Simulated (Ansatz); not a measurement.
Compare A (`COC(=O)C(C)C(=O)OC`) with its isomer B (`CCOC(=O)C(=O)OCC`).

Computed with Ansatz on PBE0-D4/def2-TZVP structures; ΔE is electronic, products minus reactants. CBS: MP2 limit from def2 TZ/QZ plus the TZ coupled-cluster correction, frozen cores. Functionals use def2-TZVPP. B3LYP here is the variant with VWN-RPA as its local correlation; programs differ in this. Each species was taken in one conformer, which may not be the lowest.

(1) Which is lower in electronic energy at CCSD(T)/CBS, and by how much? (Estimate.)

(2) Give E(B) − E(A) in kcal/mol with r2SCAN-D4, MP2/def2-TZVPP, B3LYP, ωB97M-V, CCSD/def2-TZVPP, BLYP-D4, CCSD(T)/def2-SVP. (An estimate is asked.)

Largest T1 diagnostic: 0.015.

Results:

(1) The calculation gave: A, by 5.3 kcal/mol.

(2) Computed: r2SCAN-D4 3.9, MP2/def2-TZVPP 5.6, B3LYP 3.0, ωB97M-V 5.4, CCSD/def2-TZVPP 5.6, BLYP-D4 3.5, CCSD(T)/def2-SVP 6.1. None reverses the order clearly.

From r2SCAN to r2SCAN0 (25 % exact exchange), in def2-TZVPP and without D4, E(B) − E(A) moves by +1.0 kcal/mol. Leaving LDA and LC-ωPBE aside and taking each functional with its dispersion term where it has one, the values, not all of them listed here, spread over 2.4 kcal/mol, from PBE-D4 to BHLYP-D4. LDA lies +1.2 kcal/mol from PBE without D4.
